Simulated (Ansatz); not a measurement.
CClF (SMILES F[C]Cl) moved off its minimum; all values from Ansatz (a first-principles code), cores frozen in correlated methods.
(charge 0, multiplicity 1)
```xyz
3

F     -1.46764    -0.30799     0.02760
C     -0.61981     0.67288     0.03065
Cl     1.00918    -0.07433    -0.02503
```

Forces at MP2/aug-cc-pV(T+d)Z (eV/Å):

```csv
atom,Fx,Fy,Fz
F1,0.239,0.214,-0.001
C2,0.637,-0.584,-0.029
Cl3,-0.876,0.370,0.029
```

Q: Give the forces (eV/Å), the total energy and the dipole at CCSD(T)/aug-cc-pV(T+d)Z.

A: 
```tsv
atom	Fx	Fy	Fz
F1	0.036	0.009	-0.001
C2	0.559	-0.265	-0.019
Cl3	-0.595	0.256	0.020
```
Energy -597.4168 hartree, dipole 0.57 D.

Doubts at one or more of the structures used: a restricted determinant that unrestricted orbitals would lower (CCSD(T)/aug-cc-pV(T+d)Z, MP2/aug-cc-pV(T+d)Z).
